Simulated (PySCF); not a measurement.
Compound: C7H4OS.
SMILES with atom numbers: `[CH:1]#[C:2][c:3]1[cH:4][o:5][cH:6][cH:7][c:8]1=[S:9]`

NICS = −σ at a ghost point: NICS(0) at the centroid of the ring atoms, NICS(1) 1 Å to either side along the normal of their mean plane, zz for the tensor component along that normal. Level: GIAO PBE0/pcSseg-1 (PySCF, non-relativistic, gas phase) on the GFN2-xTB geometry, one conformer.

Ring bond lengths (Å), with Mayer bond orders in brackets: C3–C4 1.356 (1.64), C4–O5 1.342 (1.03), O5–C6 1.345 (1.02), C6–C7 1.345 (1.68), C7–C8 1.435 (1.12), C8–C3 1.452 (1.05).

Question: Give the NICS values of each ring in ppm.

Answer: 
```csv
ring,type,NICS(0),"NICS(1), two faces","NICS(1)zz, two faces",rms pucker (Å),"centre to ring atoms, mean (Å)"
C3–C4–O5–C6–C7–C8,6-membered ring with O; bonds drawn aromatic by RDKit's count,1.5,-3.1 / -3.1,-4.3 / -4.3,0.00,1.38
```

Question: What can be read from them?

Answer: 
- C3–C4–O5–C6–C7–C8: mean NICS(1)zz -4.3 ppm, shielded. That is too small in size for a clear verdict by the NICS criterion.

Question: What does the geometric index give? HOMA takes Krygowski's 1993 parameters.

Answer: 
- C3–C4–O5–C6–C7–C8: HOMA 0.28; the largest term is that of C8–C3, α(R − Ropt)² = 1.05. The geometric and the magnetic index point the same way.

Question: What field does 11.7 T along the ring normal induce along that normal at the first NICS(1) probe listed for ring C3–C4–O5–C6–C7–C8, 1 Å off the ring?

Answer: NICSzz × B0 = -4.3 ppm × 11.7 T = -50 μT, against the applied field.

Question: List the ring angles and the Hirshfeld charges of the ring atoms.

Answer: 
- C3–C4–O5–C6–C7–C8: C3 119.6° (-0.013 e), C4 124.2° (+0.067 e), O5 117.5° (-0.044 e), C6 123.6° (+0.055 e), C7 121.0° (-0.063 e), C8 114.1° (+0.005 e); sum 720.0° against 720° for a flat convex ring.

Question: What are the shieldings of the ring atoms and their hydrogens in the same run (means over atoms taken as equivalent)?

Answer: 
```tsv
atoms	environment	σ isotropic (ppm)	principal values of the symmetric part, first atom (ppm)
C3	unsaturated ring carbon	57.1	-36.2, 64.9, 142.7
C4	unsaturated ring CH carbon	28.7	-66.4, 43.3, 109.2
O5	ring oxygen	93.7	-57.3, -8.6, 347.0
C6	unsaturated ring CH carbon	37.6	-55.1, 56.4, 111.6
C7	unsaturated ring CH carbon	50.9	-51.0, 65.6, 138.2
C8	thiocarbonyl carbon	-22.0	-170.3, -55.3, 159.5
H on C4	hydrogen on carbon	23.86	20.2, 23.5, 27.9
H on C6	hydrogen on carbon	24.44	21.0, 25.0, 27.3
H on C7	hydrogen on carbon	24.30	22.1, 22.4, 28.4
```
